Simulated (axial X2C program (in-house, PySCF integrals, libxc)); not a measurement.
# Spin–orbit effects down a group: molecules with I, MP2

Calculated with an in-house all-electron X2C program for linear molecules (integrals from PySCF), spin-free (one-electron X2C) or two-component (2c: spin–orbit coupling with atomic mean-field Coulomb and Gaunt terms, which also bring small scalar terms), in Dyall basis sets with cores contracted in-house; open shells are unrestricted.

Basis sets: H dyall-v3z, I dyall-cv3z, Li dyall-cv3z, Na dyall-cv3z. Frozen shells (counts by l): HI I 4s3p2d, H none, 8 electrons correlated; LiI I 4s3p2d, Li 1s, 8 electrons correlated; NaI I 4s3p2d, Na 2s1p, 8 electrons correlated. Where the outer core of a metal is frozen, bonds come out longer and ionisation energies lower.

| molecule | spin-free state | Re (Å) | ωe (cm⁻¹) | De (eV) | 2c state | Re 2c (Å) | ωe 2c (cm⁻¹) | De 2c (eV) |
| --- | --- | --- | --- | --- | --- | --- | --- | --- |
| HI | M_S = 0, Λ = 0 | 1.603 | 2395.3 | 3.30 | Ω = 0 | 1.606 | 2376.3 | 3.03 |
| LiI | M_S = 0, Λ = 0 | 2.422 | 487.3 | 3.68 | Ω = 0 | 2.424 | 485.5 | 3.40 |
| NaI | M_S = 0, Λ = 0 | 2.753 | 252.2 | 3.28 | Ω = 0 | 2.755 | 251.3 | 3.00 |

Work out the shifts from the spin-free to the two-component result.



```json
{"molecule": "HI", "2c state": "Ω = 0", "ΔRe (Å)": "0.003", "Δωe (cm⁻¹)": "-19.0", "ΔDe (eV)": "-0.27"}
{"molecule": "LiI", "2c state": "Ω = 0", "ΔRe (Å)": "0.002", "Δωe (cm⁻¹)": "-1.8", "ΔDe (eV)": "-0.28"}
{"molecule": "NaI", "2c state": "Ω = 0", "ΔRe (Å)": "0.002", "Δωe (cm⁻¹)": "-0.9", "ΔDe (eV)": "-0.28"}
```

Shifts of one unit in the last digit are rounding.

Each entry is the lowest single determinant of a limited PBE0 search at one distance. De goes to single-determinant-based atoms at the same level (for ions the charge split of lowest energy) and is withheld (n/a) where an atom does not fit its ground term or J level. Main or longest-lived isotopes.
